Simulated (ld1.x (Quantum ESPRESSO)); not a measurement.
## Building the PAW potential for antimony (PBE, scalar-relativistic).

Input for ld1.x (Quantum ESPRESSO) 7.5:

```
&input
   title='Sb', zed=51., rel=1, dft='PBE', iswitch=3,
   config='[Kr] 4d10 5s1 5p4',
   nld=3, rlderiv=2.15, eminld=-10.0, emaxld=5.0, deld=0.04
 /
 &inputp
   pseudotype=3, lpaw=.true., tm=.true., lloc=-1, rcloc=1.85,
   nlcc=.true., new_core_ps=.true., rcore=0.85,
   which_augfun='PSQ', rmatch_augfun_nc=.true.,
   file_pseudopw='Sb.UPF', file_wfcaegen='ae.wfc', file_wfcncgen='nc.wfc', file_beta='beta', file_chi='chi', file_wfcusgen='us.wfc'
 /
6
5S  1  0   1.00   0.00  1.65  1.95  0.0
5S  1  0   0.00   0.15  1.65  1.95  0.0
4P  2  1   6.00   0.00  1.20  1.65  0.0
5P  3  1   4.00   0.00  1.20  1.65  0.0
4D  3  2  10.00   0.00  1.30  1.50  0.0
4D  3  2   0.00  -0.40  1.30  1.50  0.0
 &test
   configts(1)='4p6 4d10 5s1 5p4'
 /
```

Command:

```bash
ld1.x < Sb.in > Sb.out
```

Output (shortened: banner, matrices, multipoles, cross overlaps and the repeated all-electron block are left out):

```
Program LD1 v.7.5
     --------------------------- All-electron run ----------------------------

     Sb
     scalar relativistic calculation

     atomic number is 51.00
     dft =PBE   lsd =0 sic =0 latt =0  beta=0.20 tr2=1.0E-14
     Exchange-correlation= PBE
                           (   1   4   3   4   0   0   0)
     mesh =1243 r(mesh) =  98.80758 a.u. xmin = -7.00 dx = 0.01250
     1 Ry =  13.60569312 eV, c = 137.03599908

     n l     nl                  e(Ry)          e(Ha)          e(eV)
     1 0     1S 1( 2.00)     -2227.5445     -1113.7722    -30307.2866
     2 0     2S 1( 2.00)      -339.0567      -169.5283     -4613.1011
     2 1     2P 1( 6.00)      -304.3907      -152.1954     -4141.4470
     3 0     3S 1( 2.00)       -66.5607       -33.2803      -905.6042
     3 1     3P 1( 6.00)       -55.2616       -27.6308      -751.8717
     4 0     4S 1( 2.00)       -11.0469        -5.5235      -150.3014
     4 1     4P 1( 6.00)        -7.5884        -3.7942      -103.2458
     3 2     3D 1(10.00)       -38.0238       -19.0119      -517.3408
     4 2     4D 1(10.00)        -2.5655        -1.2827       -34.9053
     5 0     5S 1( 1.00)        -1.0014        -0.5007       -13.6253
     5 1     5P 1( 4.00)        -0.3973        -0.1987        -5.4061

     final scf error:  1.7E-15 reached in  26 iterations

     Etot =  -12962.311861 Ry,   -6481.155930 Ha, -176361.237342 eV

     Ekin =   13557.349336 Ry,    6778.674668 Ha,  184457.134621 eV
     Encl =  -31345.289145 Ry,  -15672.644573 Ha, -426474.384960 eV
     Eh   =    5165.725209 Ry,    2582.862605 Ha,   70283.271952 eV
     Exc  =    -340.097260 Ry,    -170.048630 Ha,   -4627.258954 eV

     normalization and overlap integrals

     s(1S/1S) =  1.000000  <r> =   0.0284  <r2> =    0.0011  r(max) =   0.0184
     s(2S/2S) =  1.000000  <r> =   0.1226  <r2> =    0.0177  r(max) =   0.1034
     s(2P/2P) =  1.000000  <r> =   0.1071  <r2> =    0.0140  r(max) =   0.0826
     s(3S/3S) =  1.000000  <r> =   0.3305  <r2> =    0.1249  r(max) =   0.2991
     s(3P/3P) =  1.000000  <r> =   0.3288  <r2> =    0.1254  r(max) =   0.2918
     s(4S/4S) =  1.000000  <r> =   0.7907  <r2> =    0.7070  r(max) =   0.7266
     s(4P/4P) =  1.000000  <r> =   0.8520  <r2> =    0.8285  r(max) =   0.7639
     s(3D/3D) =  1.000000  <r> =   0.3054  <r2> =    0.1106  r(max) =   0.2449
     s(4D/4D) =  1.000000  <r> =   1.0274  <r2> =    1.2466  r(max) =   0.8442
     s(5S/5S) =  1.000000  <r> =   2.2020  <r2> =    5.5153  r(max) =   1.8789
     s(5P/5P) =  1.000000  <r> =   2.8455  <r2> =    9.3985  r(max) =   2.3237

     ------------------------ End of All-electron run ------------------------

     --------------------- Generating PAW atomic setup --------------------

      Generating local potential from pseudized AE potential:
      Matching radius rcloc =   1.8500

      Local pseudo, rcloc= 1.856 Estimated cut-off energy=     7.19 Ry

      Computing core charge for nlcc:

       r > 0.85 : true rho core
      Core charge pseudized with two Bessel functions
      Integrated core pseudo-charge :   4.42
      Wfc-us  5S rcutus= 1.951  Estimated cut-off energy=    11.85 Ry
      Wfc-us  5S rcutus= 1.951  Estimated cut-off energy=    13.71 Ry
      Wfc-us  4P rcutus= 1.638  Estimated cut-off energy=    33.17 Ry
      Wfc-us  5P rcutus= 1.638  Estimated cut-off energy=    25.30 Ry
      Wfc-us  4D rcutus= 1.482  Estimated cut-off energy=    54.24 Ry
      Wfc-us  4D rcutus= 1.482  Estimated cut-off energy=    82.91 Ry

     Required augmentation: PSQ   radius:    1.950000

     Q pseudized with Bessel functions
     Expected ecutrho=     270.9409 due to l1=  2   l2=  2

     Estimated PAW energy = -678.767787 Ryd

     ------------------- End of pseudopotential generation -------------------

     Computing logarithmic derivative in   2.14244
     Computing logarithmic derivative in   2.14244
     Computing the partial wave expansion
     R is outside the sphere for l=    0 j= 0.00
     R is outside the sphere for l=    0 j= 0.00
     R is outside the sphere for l=    1 j= 0.00
     R is outside the sphere for l=    1 j= 0.00
     R is outside the sphere for l=    2 j= 0.00
     R is outside the sphere for l=    2 j= 0.00

     ---------------------- Testing the pseudopotential ----------------------

     Sb
     scalar relativistic calculation

     atomic number is 51.00   valence charge is 21.00
     dft = SLA  PW   PBX  PBC   lsd =0 sic =0 latt =0  beta=0.20 tr2=1.0E-14
     mesh =1243 r(mesh) =  98.80758 xmin = -7.00 dx = 0.01250

     n l     nl             e AE (Ry)        e PS (Ry)    De AE-PS (Ry)
     2 1     4P   1( 6.00)       -7.58843       -7.58829       -0.00013
     3 2     4D   1(10.00)       -2.56549       -2.56538       -0.00011
     1 0     5S   1( 1.00)       -1.00144       -1.00142       -0.00002
     3 1     5P   1( 4.00)       -0.39734       -0.39733       -0.00001

     eps = 5.2E-15  iter =  6

     Etot =  -12962.311861 Ry,   -6481.155930 Ha, -176361.237342 eV
     Etotps =  -678.767785 Ry,    -339.383893 Ha,   -9235.106189 eV

     Ekin =     529.656949 Ry,     264.828475 Ha,    7206.349915 eV
     Encl =   -1186.314631 Ry,    -593.157316 Ha,  -16140.632820 eV
     Ehrt =     317.987514 Ry,     158.993757 Ha,    4326.440533 eV
     Ecxc =    -340.097618 Ry,    -170.048809 Ha,   -4627.263816 eV
     (Ecc =      -8.336656 Ry,      -4.168328 Ha,    -113.425984 eV)

     ---------------------- End of pseudopotential test ----------------------
```

Generation and configuration tests took about 3.7 s on one core of a shared server CPU.

Transferability test of the new file with ld1.x, input:

```
&input
   title='Sb', zed=51., rel=1, dft='PBE', iswitch=2,
   config='[Kr] 4d10 5s1 5p4'
 /
 &test
   file_pseudo='Sb.UPF', nconf=8,
   configts(1)='4p6 4d10 5s1 5p4',
   configts(2)='4p6 4d10 5s2 5p3',
   configts(3)='4p6 4d10 5s2 5p2',
   configts(4)='4p6 4d10 5s2 5p1',
   configts(5)='4p6 4d9 5s2 5p3',
   configts(6)='4p6 4d10 5s1 5p3',
   configts(7)='4p5 4d10 5s2 5p3',
   configts(8)='4p6 4d10 5s2 5p3.3'
 /
```

```bash
ld1.x < Sb.test.in > Sb.test.out
```

Pseudopotential blocks of its output, shortened (energy terms left out; the distinct warnings before each block abridged to one line each):

```
     ---------------------- Testing the pseudopotential ----------------------

     n l     nl             e AE (Ry)        e PS (Ry)    De AE-PS (Ry)
     2 1     4P   1( 6.00)       -7.58843       -7.58829       -0.00013
     3 2     4D   1(10.00)       -2.56549       -2.56538       -0.00011
     1 0     5S   1( 1.00)       -1.00144       -1.00142       -0.00002
     3 1     5P   1( 4.00)       -0.39734       -0.39733       -0.00001

     eps = 5.2E-15  iter =  6

     Etot =  -12962.311861 Ry,   -6481.155930 Ha, -176361.237344 eV
     Etotps =  -678.767785 Ry,    -339.383893 Ha,   -9235.106189 eV

     ---------------------- End of pseudopotential test ----------------------

          ---------------------- Testing the pseudopotential ----------------------

     n l     nl             e AE (Ry)        e PS (Ry)    De AE-PS (Ry)
     2 1     4P   1( 6.00)       -7.48121       -7.48092       -0.00029
     3 2     4D   1(10.00)       -2.46278       -2.46247       -0.00031
     1 0     5S   1( 2.00)       -0.94302       -0.94299       -0.00004
     3 1     5P   1( 3.00)       -0.35484       -0.35481       -0.00003

     eps = 3.6E-16  iter = 14

     Etot =  -12962.908074 Ry,   -6481.454037 Ha, -176369.349231 eV
     Etotps =  -679.364042 Ry,    -339.682021 Ha,   -9243.218672 eV
     dEtot_ae =      -0.596213 Ry
     dEtot_ps =      -0.596257 Ry,   Delta E=       0.000044 Ry

     ---------------------- End of pseudopotential test ----------------------

          ---------------------- Testing the pseudopotential ----------------------

     n l     nl             e AE (Ry)        e PS (Ry)    De AE-PS (Ry)
     2 1     4P   1( 6.00)       -8.10774       -8.10759       -0.00015
     3 2     4D   1(10.00)       -3.08747       -3.08722       -0.00025
     1 0     5S   1( 2.00)       -1.51689       -1.51689       -0.00000
     3 1     5P   1( 2.00)       -0.88146       -0.88145       -0.00001

     eps = 9.0E-15  iter = 11

     Etot =  -12962.296789 Ry,   -6481.148394 Ha, -176361.032276 eV
     Etotps =  -678.752619 Ry,    -339.376310 Ha,   -9234.899847 eV
     dEtot_ae =       0.015072 Ry
     dEtot_ps =       0.015166 Ry,   Delta E=      -0.000094 Ry

     ---------------------- End of pseudopotential test ----------------------

          ---------------------- Testing the pseudopotential ----------------------

     n l     nl             e AE (Ry)        e PS (Ry)    De AE-PS (Ry)
     2 1     4P   1( 6.00)       -8.83594       -8.83578       -0.00016
     3 2     4D   1(10.00)       -3.81151       -3.81113       -0.00038
     1 0     5S   1( 2.00)       -2.16204       -2.16207        0.00003
     3 1     5P   1( 1.00)       -1.47592       -1.47591       -0.00001

     eps = 6.8E-15  iter = 11

     Etot =  -12961.123165 Ry,   -6480.561582 Ha, -176345.064311 eV
     Etotps =  -677.578715 Ry,    -338.789358 Ha,   -9218.928070 eV
     dEtot_ae =       1.188696 Ry
     dEtot_ps =       1.189070 Ry,   Delta E=      -0.000374 Ry

     ---------------------- End of pseudopotential test ----------------------

          Warning: n=2, l=1 expected 0 nodes, found 1
     ---------------------- Testing the pseudopotential ----------------------

     n l     nl             e AE (Ry)        e PS (Ry)    De AE-PS (Ry)
     2 1     4P   1( 6.00)       -8.63628       -8.62813       -0.00816  !
     3 2     4D   1( 9.00)       -3.55367       -3.54123       -0.01244  !
     1 0     5S   1( 2.00)       -1.68284       -1.68490        0.00206
     3 1     5P   1( 3.00)       -0.99256       -0.99184       -0.00072

     eps = 6.9E-16  iter = 15

     Etot =  -12959.914075 Ry,   -6479.957037 Ha, -176328.613802 eV
     Etotps =  -676.373999 Ry,    -338.186999 Ha,   -9202.537064 eV
     dEtot_ae =       2.397786 Ry
     dEtot_ps =       2.393787 Ry,   Delta E=       0.004000 Ry

     ---------------------- End of pseudopotential test ----------------------

          ---------------------- Testing the pseudopotential ----------------------

     n l     nl             e AE (Ry)        e PS (Ry)    De AE-PS (Ry)
     2 1     4P   1( 6.00)       -8.21613       -8.21627        0.00014
     3 2     4D   1(10.00)       -3.19116       -3.19123        0.00007
     1 0     5S   1( 1.00)       -1.57755       -1.57759        0.00004
     3 1     5P   1( 3.00)       -0.92940       -0.92942        0.00002

     eps = 8.5E-15  iter = 11

     Etot =  -12961.654969 Ry,   -6480.827485 Ha, -176352.299875 eV
     Etotps =  -678.110750 Ry,    -339.055375 Ha,   -9226.166761 eV
     dEtot_ae =       0.656892 Ry
     dEtot_ps =       0.657036 Ry,   Delta E=      -0.000144 Ry

     ---------------------- End of pseudopotential test ----------------------

          ---------------------- Testing the pseudopotential ----------------------

     n l     nl             e AE (Ry)        e PS (Ry)    De AE-PS (Ry)
     2 1     4P   1( 5.00)       -8.71827       -8.71605       -0.00221
     3 2     4D   1(10.00)       -3.61772       -3.61080       -0.00691  !
     1 0     5S   1( 2.00)       -1.69030       -1.69238        0.00208
     3 1     5P   1( 3.00)       -0.99556       -0.99510       -0.00046

     eps = 3.3E-15  iter = 24

     Etot =  -12954.826725 Ry,   -6477.413363 Ha, -176259.396883 eV
     Etotps =  -671.277838 Ry,    -335.638919 Ha,   -9133.200259 eV
     dEtot_ae =       7.485136 Ry
     dEtot_ps =       7.489948 Ry,   Delta E=      -0.004812 Ry

     ---------------------- End of pseudopotential test ----------------------

          ---------------------- Testing the pseudopotential ----------------------

     n l     nl             e AE (Ry)        e PS (Ry)    De AE-PS (Ry)
     2 1     4P   1( 6.00)       -7.31864       -7.31831       -0.00033
     3 2     4D   1(10.00)       -2.30040       -2.30006       -0.00034
     1 0     5S   1( 2.00)       -0.79002       -0.78998       -0.00004
     3 1     5P   1( 3.30)       -0.21468       -0.21466       -0.00003

     eps = 6.4E-15  iter = 13

     Etot =  -12962.993236 Ry,   -6481.496618 Ha, -176370.507929 eV
     Etotps =  -679.449217 Ry,    -339.724608 Ha,   -9244.377539 eV
     dEtot_ae =      -0.681375 Ry
     dEtot_ps =      -0.681432 Ry,   Delta E=       0.000056 Ry

     ---------------------- End of pseudopotential test ----------------------
```
